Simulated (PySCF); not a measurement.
Cl₂, charge +1, doublet, geometry from GFN2-xTB (a state made from the parent by changing its charge; the spin is typed, not shown lowest). Base run: PBE0/def2-SV(P) in PySCF.

Here is a job for PySCF.
```python
from pyscf import gto, scf, dft

mol = gto.M(
    atom='''
Cl   -0.000000   -0.000000   -0.980432
Cl    0.000000    0.000000    0.980432
''',
    basis='def2-sv(p)',
    charge=1,
    spin=1,
    verbose=3,
)

mf = dft.UKS(mol)
mf.xc = 'pbe0'
mf.kernel()
mf.analyze()
```

Each row names what was changed in the base input (with any setting that the change needs).

| change | ΔE vs base (µEh) | grid points | electrons on the grid |
|---|---|---|---|
| base | 0.0 | 37760 | 33.00000 |
| grids.atom_grid = (75, 302) | 1.2 | 27304 | 33.00000 |
| grids.atom_grid = (30, 110) | -569 | 4848 | 33.00011 |
| grids.radi_method = delley | 0.1 | 39152 | 33.00000 |
| grids.atom_grid = (50, 194) | -12.6 | 12632 | 33.00001 |
| grids.prune = off | 0.0 | 69440 | 33.00000 |
| grids.level = 4 | 1.7 | 57384 | 33.00000 |
| grids.atom_grid = (99, 590) | 1.7 | 59704 | 33.00000 |
| grids.level = 5 | 0.8 | 86096 | 33.00000 |
| grids.level = 1 | -12.6 | 12632 | 33.00001 |
| grids.level = 2 | 2.2 | 23496 | 33.00000 |

Open shells are given as the SCF converged; they aren't shown to be the lowest states, and a large step between rows can be another state.
